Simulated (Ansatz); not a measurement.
`N[Si]1(F)NB1O`. Charge 0, multiplicity 1. The geometry is a stationary point of PBE0-D4/def2-TZVP. It is one conformer, not always the lowest.

```xyz
10

N     0.181   -0.636   -1.939
Si    0.609    0.096   -0.474
F     1.833    1.033   -0.902
N    -0.594    0.849    0.510
B     0.006   -0.160    1.311
O    -0.148   -0.635    2.566
H    -0.483   -1.388   -1.998
H     0.740   -0.530   -2.767
H    -1.318    1.548    0.621
H    -0.825   -0.176    3.074
```

Problem. What is the dipole moment at r2SCAN/def2-TZVPP? (An estimate is asked.)

Solution. The calculation gave: 2.78 D, with components (-2.74, 0.11, -0.48) D in this frame, pointing from negative to positive charge.

Problem. And with PBE, B3LYP, ωB97M-V? (An estimate is asked.)

Solution. Computed: PBE 2.74 D, B3LYP 2.73 D, ωB97M-V 2.75 D.

Problem. Give the Mulliken charges with r2SCAN, ωB97M-V, B3LYP in def2-TZVPP. (An estimate is asked.)

Solution. Ansatz gave: 
```csv
atom,r2SCAN,ωB97M-V,B3LYP
N1,-0.46,-0.36,-0.40
Si2,0.68,0.60,0.58
F3,-0.33,-0.32,-0.33
N4,-0.30,-0.28,-0.30
B5,0.10,0.14,0.15
O6,-0.33,-0.30,-0.30
H7,0.16,0.12,0.14
H8,0.17,0.13,0.15
H9,0.12,0.09,0.12
H10,0.20,0.17,0.18
```

B3LYP here is the variant with VWN-RPA as its local correlation; programs differ in this.
